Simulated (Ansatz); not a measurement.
Reaction (redistribution): `[F][In]([SH])[Br]` + `NBCN` → `[NH2][In]([F])[SH]` + `NBCBr`

Isolated molecules relaxed with PBE0-D4/def2-TZVP in Ansatz; ΔE leaves out vibrations. CBS: MP2 limit from def2 TZ/QZ plus the TZ coupled-cluster correction, frozen cores. DFT in def2-TZVPP. def2 core potentials past Kr. For Br, In outer-core shells are correlated without core-valence functions, which leaves a few kJ/mol of doubt a bond. Scalar relativity is left out up to krypton. One conformer a species, not always the lowest.

(1) Is it downhill or uphill in electronic energy at CCSD(T)/CBS, and by how much? (Estimate.)

(2) What do these levels give: B2PLYP, PBE, HF/def2-TZVPP, SCS-MP2/def2-TZVPP, CCSD(T)/def2-TZVPP, MP2/CBS(def2)? (Best estimate.)

Largest T1 diagnostic among the species: 0.015.

Results:

(1) The calculation gave: Uphill: ΔE = +64.2 kJ/mol.

(2) The calculation gave: B2PLYP 68.0, PBE 66.6, HF/def2-TZVPP 97.4, SCS-MP2/def2-TZVPP 62.7, CCSD(T)/def2-TZVPP 63.5, MP2/CBS(def2) 60.3 kJ/mol.

From PBE to PBE0 (25 % exact exchange), in def2-TZVPP and without D4, ΔE moves by +8.5 kJ/mol. In def2-TZVPP, CCSD(T) changes the Hartree–Fock value by −34.0 kJ/mol (the triples alone add −4.8 kJ/mol) and MP2 by −37.9 kJ/mol.
